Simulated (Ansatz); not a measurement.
```xyz
15

C    -1.5636   -0.2009   -1.4405
Si    0.0494   -0.5434   -0.5575
C     1.2486    0.8630   -0.8128
N    -0.2092   -0.7820    1.1384
Ga    0.4617    0.0835    2.6042
H    -2.2791   -1.0127   -1.2838
H    -2.0196    0.7237   -1.0767
H    -1.4053   -0.1031   -2.5182
H     0.6296   -1.7850   -1.1579
H     0.8598    1.8019   -0.4105
H     1.4244    1.0041   -1.8827
H     2.2129    0.6674   -0.3387
H    -0.8345   -1.5431    1.3694
H     1.4445    1.2724    2.3722
H    -0.0195   -0.4458    3.9950
```

The species carries charge 0 and has multiplicity 1.

Q: List the PBE0/def2-TZVPP orbital energies in eV (the Gaussian-basis code of Ansatz). (An estimate is asked.)

A: Ansatz gave: Occupied: -10146.85, -1802.14, -1252.73, -1108.92, -1108.81, -1108.80, -390.68, -277.49, -277.44, -151.02, -144.41, -104.04, -103.75, -103.75, -99.09, -99.07, -99.06, -23.79, -23.06, -23.01, -22.98, -22.88, -22.11, -19.64, -19.04, -13.88, -13.08, -11.81, -11.52, -11.03, -10.98, -10.72, -9.35, -9.10, -8.50, -8.47, -7.31. Lowest empty: -0.97, 0.61, 1.17, 1.60, 1.69, 2.36, 2.67, 2.91.
